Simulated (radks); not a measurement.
Values are calculated unless marked as measured or tabulated.
Question: Ionisation of neutral zinc, [Ar] 3d10 4s2, to [Ar] 3d10 4s1 as the strength of local exchange is varied. Code: a radial shooting solver on a logarithmic mesh with Libxc functionals. Model: Dirac Kohn-Sham, Slater X-alpha exchange (alpha = 2/3 is LDA exchange), no correlation, spin-unpolarised, spherical densities, point nucleus.

alpha  E(Zn) (hartree)  exchange (hartree)  IE (eV)  -e of the level emptied (eV)  <r> of it (bohr)
0.648      -1788.87987           -64.18407    8.968                 5.069 (4s1/2)             2.699
0.649      -1788.97893           -64.28696    8.975                 5.076 (4s1/2)             2.698
0.667      -1790.76288           -66.14105    9.106                 5.194 (4s1/2)             2.686
0.698      -1793.83975           -69.34311    9.334                 5.400 (4s1/2)             2.664
0.721      -1796.12626           -71.72610    9.504                 5.555 (4s1/2)             2.648
0.918      -1815.83854           -92.38936   11.020                 6.952 (4s1/2)             2.520
0.975      -1821.58466           -98.45203   11.477                 7.379 (4s1/2)             2.486
?          -1803.50405           -79.43500   10.062                 6.065 (4s1/2)             2.598

Which alpha was used in the last row?

Answer: alpha = 0.795. NIST Atomic Spectra Database: 9.394 eV (measured). The Delta-SCF value meets it near alpha = 0.71. Spin polarisation and multiplet splitting are left out, so open shells lie too high by an amount that depends on their filling.

Beside tabulated values, note that spin-unpolarised runs miss the spin-polarisation part of the exchange energy of open shells.
